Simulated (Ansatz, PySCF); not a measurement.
Breaking the Ge1–H2 bond in GeH2 (SMILES [GeH2]) (multiplicity 1 held, fragments rigid). Energies count from the point at 1.599 Å.
Geometry at that point (charge 0, multiplicity 1):
```
atom    x (Å)    y (Å)    z (Å)
----  -------  -------  -------
Ge     0.0066  -0.0005   0.0658
H     -0.1232  -1.1290  -1.0600
H     -0.0886   1.1454  -1.0458
```

Active spaces are followed from a long bond inwards. Levels need not reach the same state.

Frozen-core correlation. Filled d and f shells under p-block atoms count as core. Rows in 3-21G carry no dispersion term and start afresh at each structure; the Pople sets are all-electron and without relativity.

Programs: Ansatz (Gaussian basis) for Hartree–Fock, density functionals and correlated methods; PySCF for 3-21G rows. Values without a source in brackets are computed.

Q: Predict the energy at R = 5.118 Å from FIC-NEVPT4(SD) on CASSCF(2,2)/cc-pVTZ.

A: 70.8 kcal/mol

Q: Predict the energy at R = 5.118 Å from R-HF/3-21G.

A: 152.0 kcal/mol

Doubts at one or more of the structures used: a restricted determinant that unrestricted orbitals would lower (R-HF/3-21G).

Ansatz is a program for electronic structure.
